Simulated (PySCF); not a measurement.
C₄HF₂N.
Numbering: `[N:1]#[C:2][CH:3]1[C:4]([F:5])=[C:6]1[F:7]` (hydrogens: H8 on C3)

The closed-shell ground state was solved at several levels (PySCF, density fitting, gas phase, non-relativistic). Geometry: GFN2-xTB; no solvent, vibrations or thermal averaging.

| level | basis functions | HOMO (eV) | LUMO (eV) | gap (eV) | dipole (D) |
| --- | --- | --- | --- | --- | --- |
| B3LYP/pcJ-1 | 199 | -8.25 | -0.61 | 7.64 | 3.31 |
| PBE0/pcSseg-1 | 124 | -8.49 | -0.37 | 8.12 | 3.30 |

(1) Estimate the row for B3LYP/def2-SVPD, a basis of 154 functions; the other rows only guide the guess.

(2) Over all these levels, which gives the widest orbital gap and which the narrowest?

(3) How far do the dipole and the HOMO energy spread over the levels?

Results:

(1) HOMO -8.35 eV, LUMO -0.78 eV, gap 7.57 eV, dipole 3.33 D.

(2) PBE0/pcSseg-1 (global hybrid, 25 % exact exchange) has the widest, 8.12 eV, and B3LYP/def2-SVPD (global hybrid, 20 % exact exchange) the narrowest, 7.57 eV. Functional and basis both differ between the two, so the spread mixes both effects.

(3) The dipole runs from 3.30 to 3.33 D (mean 3.32 D) and the HOMO from -8.49 to -8.25 eV.
